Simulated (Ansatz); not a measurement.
`C[O][Hf]([Cl])([N](C)C)[N](C)C`, relaxed with RKS PBE0-D4/def2-TZVP in Ansatz 0.2.0 from a GFN2-xTB geometry. The force threshold is 0.005 eV/Å; the program also tests the step.

Charge 0, multiplicity 1. Hf takes the def2 core potential.

Start:

```xyz
25

C     2.084   -0.808   -1.537
O     0.944   -0.993   -0.761
Hf    0.268    0.546    0.048
Cl    1.851    2.194   -0.164
N    -1.384    1.051   -0.919
C    -1.006    1.223   -2.315
C    -2.349   -0.029   -0.791
N    -0.178    0.093    1.925
C    -0.311   -1.348    2.060
C     0.907    0.572    2.767
H     1.924   -0.040   -2.314
H     2.336   -1.751   -2.042
H     2.948   -0.516   -0.917
H    -0.218    1.983   -2.389
H    -0.655    0.273   -2.768
H    -1.865    1.570   -2.907
H    -2.638   -0.120    0.259
H    -1.933   -0.992   -1.148
H    -3.252    0.186   -1.380
H     0.642   -1.873    1.861
H    -0.633   -1.613    3.077
H    -1.063   -1.710    1.353
H     0.991    1.660    2.677
H     0.708    0.336    3.823
H     1.880    0.105    2.502
```

Problem. By how much does the energy fall, and how many steps does the optimiser take? (Estimate.)

Solution. Ansatz gave: 1.62 eV, in 54 steps, 4 of them rejected.

Problem. Which bonds change most? (Estimate.)

Solution. Ansatz gave: Hf3–Cl4 from 2.296 to 2.399 Å; O2–Hf3 from 1.865 to 1.917 Å.

Problem. Give the relaxed structure. (Estimate.)

Solution. Ansatz gave: 
```xyz
25

C     2.360   -1.343   -2.175
O     1.803   -0.624   -1.125
Hf    0.721    0.545   -0.058
Cl    1.720    2.713    0.189
N    -1.107    0.797   -0.902
C    -1.108    1.360   -2.232
C    -2.431    0.498   -0.426
N     0.411   -0.324    1.738
C     0.810   -1.602    2.267
C    -0.298    0.492    2.698
H     1.631   -1.501   -2.978
H     2.701   -2.323   -1.825
H     3.222   -0.811   -2.591
H    -0.087    1.578   -2.572
H    -1.556    0.677   -2.969
H    -1.662    2.309   -2.273
H    -2.393    0.068    0.576
H    -2.945   -0.223   -1.079
H    -3.060    1.401   -0.384
H     1.468   -1.490    3.140
H    -0.059   -2.195    2.586
H     1.349   -2.177    1.512
H    -0.570    1.465    2.267
H    -1.231    0.013    3.030
H     0.311    0.698    3.589
```
